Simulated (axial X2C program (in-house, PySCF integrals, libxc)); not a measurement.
**Working with the constants of TeF**

A bond curve at the PBE0 level, two-component, was computed with an axial X2C code built on PySCF integrals (basis Te dyall-cv3z [11s12p8d4f1g], F dyall-av3z [7s6p3d2f] (cores contracted in-house)) for the state Ω = 3/2 (⟨Sz⟩ = 0.51, ⟨Lz⟩ = 0.99 at PBE0). Its fit gives Re = 1.9131 Å, ωe = 614.8 cm⁻¹, ωexe = 2.78 cm⁻¹ and αe = 1.758e-03 cm⁻¹; the masses are 129.9062 and 18.9984 u. Two-component means X2C with spin–orbit coupling and atomic mean-field Coulomb and Gaunt terms.

Q: Find the reduced mass, Be and the force constant.

A: From the PBE0 values: μ = 16.5744 u. Be = 16.8576/(μ Re²) = 0.2779 cm⁻¹. k = 5.8918×10⁻⁷ μ ωe² = 3.69 mdyn/Å.

Q: A Morse curve ties αe to the other constants (Pekeris). How well does that hold?

A: αe(Morse) = 6Be²/ωe × (√(ωexe/Be) − 1) = 1.630e-03 cm⁻¹; the PBE0 curve gives 1.758e-03 cm⁻¹, a ratio of 0.93.

Q: Estimate De from a Morse curve and compare with the computed well depth of 3.534 eV to Te + F.

A: De(Morse) = ωe²/(4ωexe) = 4.214 eV against 3.534 eV computed, a ratio of 1.19. The extrapolation overshoots: the well softens faster than a Morse curve, or the lowest atomic limit lies below the one to which the curve heads.

Q: Where do the fundamental and the first overtone lie?

A: ν(1←0) = ωe − 2ωexe = 609.2 cm⁻¹; ν(2←0) = 2ωe − 6ωexe = 1212.9 cm⁻¹.

Q: The dipole moment p changes by 5.48 D/Å at Re. What harmonic infrared intensity follows?

A: I = 42.256 × (dp/dR)²/μ = 77 km/mol.

Occupations by symmetry block were frozen at the best pattern of an incomplete PBE0 search. De is counted from the lowest determinant-based energies of the atoms at the same level, without counterpoise correction. Density functionals use the spin component along the axis (collinear). The 2c atoms are single determinants rather than J levels; their spin–orbit lowering is only partly caught, and De is too large by that part. This holds for PBE0. Without a current term, density functionals place determinants with orbital angular momentum somewhat too high.
